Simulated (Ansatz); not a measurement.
F₆Ti, charge -2, singlet, geometry from GFN2-xTB (such geometries of metal compounds can be far from the true shape) (a gas-phase anion, which may not be bound at this level). Base run: B3LYP/def2-SV(P) (Ansatz, an electronic-structure program).

The Ansatz input:
Ansatz 0.2 input:
```yaml
crystal:
  periodic: [false, false, false]
  atoms:
    - {symbol: Ti, position_ang: [-0.00000000, 0.00000000, 0.00000000]}
    - {symbol: F, position_ang: [1.10350812, -0.45756914, -1.41918531]}
    - {symbol: F, position_ang: [-1.10350812, 0.45756914, 1.41918531]}
    - {symbol: F, position_ang: [-1.17988332, 0.81162927, -1.17911828]}
    - {symbol: F, position_ang: [-0.91177399, -1.60408075, -0.19178056]}
    - {symbol: F, position_ang: [0.91177399, 1.60408075, 0.19178056]}
    - {symbol: F, position_ang: [1.17988332, -0.81162927, 1.17911828]}
basis:
  gaussian:
    orbitals: def2-SV_P_.json
hamiltonian:
  xc: b3lyp
total_charge: -2
```
The basis file holds def2-SV(P) in the JSON format of the Basis Set Exchange.

Variants of this job, named by their change:

```tsv
change	basis functions	E (Eh)
base	108	-1448.25484
basis = cc-pVDZ-DK; relativity = spin-free X2C	127	-1453.84362
basis = jorge-DZP-DKH; relativity = spin-free X2C; nucleus = Gaussian	133	-1453.94487
basis = x2c-SVPall; relativity = none	120	-1447.32217
basis = x2c-SVPall; relativity = spin-free X2C; nucleus = Gaussian	120	-1453.17532
basis = x2c-SVPall; relativity = spin-free X2C	120	-1453.17703
basis = jorge-DZP-DKH; relativity = spin-free X2C	133	-1453.94675
basis = jorge-DZP-DKH; relativity = none	133	-1448.13487
basis = cc-pVDZ-DK; relativity = spin-free X2C; nucleus = Gaussian	127	-1453.84162
basis = cc-pVDZ-DK; relativity = none	127	-1447.23621
```

Absolute energies of different levels of theory aren't comparable as measures of quality.

Ansatz warned in this series: the basis is contracted for relativity, which the run leaves out.

A gas-phase anion may not be bound at this level; its values then depend on the basis.

Basis sets contracted for a relativistic Hamiltonian are a mismatch without it, so the rows without relativity aren't non-relativistic limits. No row has spin-orbit coupling; sets with core potentials leave out the core electrons.
